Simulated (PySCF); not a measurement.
HSe, SMILES [SeH] (connectivity only; charge and spin as stated), charge -1, multiplicity 1. Coordinates come from a PBE-D3(BJ)/def2-TZVPD optimisation. The multiplicity is an assumed one; other spin states were not compared.

The numbers are results of PBE-D3(BJ)/def2-TZVPD run with PySCF, not measurements.

Harmonic wavenumbers (cm⁻¹): 2304. Rotational constants (GHz): 229.8 (linear); symmetry number 1.

**Question.** Work out the zero-point energy and the ideal-gas rigid-rotor harmonic-oscillator thermochemistry at 298.15 K and 1 atm.

**Answer.** ZPE = ½ Σ hcν = ½ × 2304 cm⁻¹ = 13.78 kJ/mol. H − E(el) = 22.46 kJ/mol. Entropy in J/(mol K): translation 163.39, rotation 35.73, vibration 0.00, total 199.12. G − E(el) = -36.91 kJ/mol. Cp = 29.12 J/(mol K).
